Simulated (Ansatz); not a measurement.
```yaml
crystal:
  periodic: [false, false, false]
  atoms:
    - {symbol: F, position_ang: [-1.133641, -0.845523, 0.405521]}
    - {symbol: Nb, position_ang: [0.194162, -0.155466, -0.122825]}
    - {symbol: F, position_ang: [1.864182, -0.563504, 0.245278]}
    - {symbol: F, position_ang: [0.062342, -1.637427, -1.336260]}
    - {symbol: Cl, position_ang: [-0.401520, 1.205599, -1.441508]}
    - {symbol: Cl, position_ang: [0.047804, 1.323255, 1.548337]}
basis:
  gaussian: {orbitals: def2-SVP, final_grid: {core_spheres: 8, valence_spheres: 7, degree: 23}}
magnetization: {spin_polarized: true, initial_magnetization: 8}
hamiltonian: {xc: {name: wPBEh}}
output: {forces: true}
```

```sh
$ ansatz run in.yaml --threads 4 --pin off --events-out ev --progress --plain --max-ram 10444MiB
```

Shortened log:

```
Functional definition: wPBEh
1026 factors; integrals over basis functions are off by at most 7.4e-4 eV
84 factors; integrals over basis functions are off by at most 1.0e-6 eV
mean field evaluation 1: about -34658.6529 eV, gradient 7.2e1 eV
mean field evaluation 2: about -34237.9052 eV, gradient 3.1e2 eV
mean field evaluation 4: about -34611.0511 eV, gradient 1.1e2 eV
mean field evaluation 8: about -34691.0568 eV, gradient 5.8e0 eV
mean field evaluation 16: about -34691.9581 eV, gradient 1.0e0 eV
mean field evaluation 32: about -34692.1556 eV, gradient 8.5e-2 eV
mean field evaluation 64: about -34692.1286 eV, gradient 2.3e-1 eV
mean field evaluation 96: about -34692.0219 eV, gradient 7.2e-1 eV
mean field -34692.15619916 eV, -1274.9132251311 hartree, gradient 2.4e-7 eV, S^2 20.011965; 10 other end points of the search recorded, 0 dependent functions left out
reference -34692.15625146 eV, -1274.9132270531 hartree; 41, 33 occupied and 68, 76 virtual orbitals, 1026 factors
Total energy: -34692.15625146 eV, -1274.9132270531 hartree
Atom 0 at    -1.133641    -0.845523     0.405521 Å, force   -18.809207    -9.551999     6.524613 eV/Å
Atom 1 at     0.194162    -0.155466    -0.122825 Å, force    14.713242     3.575300     0.007244 eV/Å
Atom 2 at     1.864182    -0.563504     0.245278 Å, force    11.052211    -2.844828     2.529833 eV/Å
Atom 3 at     0.062342    -1.637427    -1.336260 Å, force    -1.074883    -5.365225    -3.855355 eV/Å
Atom 4 at    -0.401520     1.205599    -1.441508 Å, force    -5.164001    10.214964    -9.378666 eV/Å
Atom 5 at     0.047804     1.323255     1.548337 Å, force    -0.717362     3.971789     4.172331 eV/Å
Dipole moment:    -0.415562     0.432212    -0.045454 e Å
```

In this input the spin is set far too high for this molecule. The run converged. The result belongs to that input, not to the molecule as meant.
